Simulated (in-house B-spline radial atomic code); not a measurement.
Configurations of Pt⁺, with energies counted from [Xe] 4f14 (5d3/2)4 (5d5/2)5. All numbers are computed (Dirac-Hartree-Fock, average of each configuration as written; Fermi nucleus of rms radius 5.427 fm) with a B-spline radial code for spherical atoms, not measured. Energies include first-order Breit, QED and recoil terms.

Occupations are held fixed; configurations that lie above the ionisation limit could autoionise.

| configuration | E - E(ref) (eV) | highest orbital | its <r> (bohr) |
| --- | --- | --- | --- |
| [Xe] 4f14 (5d3/2)4 (5d5/2)4 (6f7/2)1 | 15.113 | 6f7/2 | 15.5 |
| [Xe] 4f14 (5d3/2)2 (5d5/2)6 8s1 | 16.391 | 8s1/2 | 11.8 |
| [Xe] 4f14 (5d3/2)3 (5d5/2)5 (7g9/2)1 | 17.629 | 7g9/2 | 31.74 |
| [Kr] 4d10 4f14 5s2 (5p1/2)2 (5p3/2)3 (5d3/2)4 (5d5/2)5 (8d3/2)1 | 67.939 | 8d3/2 | 19.01 |
| [Kr] 4d10 4f14 5s2 (5p1/2)2 (5p3/2)3 (5d3/2)4 (5d5/2)5 (7g9/2)1 | 68.833 | 7g9/2 | 31.74 |
| [Xe] (4f5/2)5 (4f7/2)8 (5d3/2)4 (5d5/2)5 (6g7/2)1 | 87.955 | 6g7/2 | 21.99 |

Problem. Order these further configurations by energy, lowest first.
A. [Xe] (4f5/2)5 (4f7/2)8 (5d3/2)4 (5d5/2)5 9s1
B. [Xe] (4f5/2)6 (4f7/2)7 (5d3/2)3 (5d5/2)6 (9p3/2)1
C. [Xe] (4f5/2)5 (4f7/2)8 (5d3/2)4 (5d5/2)5 (7p1/2)1
D. [Xe] 4f14 (5d3/2)2 (5d5/2)6 7s1
E. [Xe] 4f14 (5d3/2)3 (5d5/2)6

Solution. E (1.1958 eV), D (13.541 eV), C (84.488 eV), B (85.768 eV), A (87.242 eV).

Problem. How far above the reference does [Xe] (4f5/2)5 (4f7/2)8 (5d3/2)3 (5d5/2)6 (8p1/2)1 lie?

Solution. 87.911 eV; its least bound orbital is 8p1/2 with <r> = 13.7 bohr.
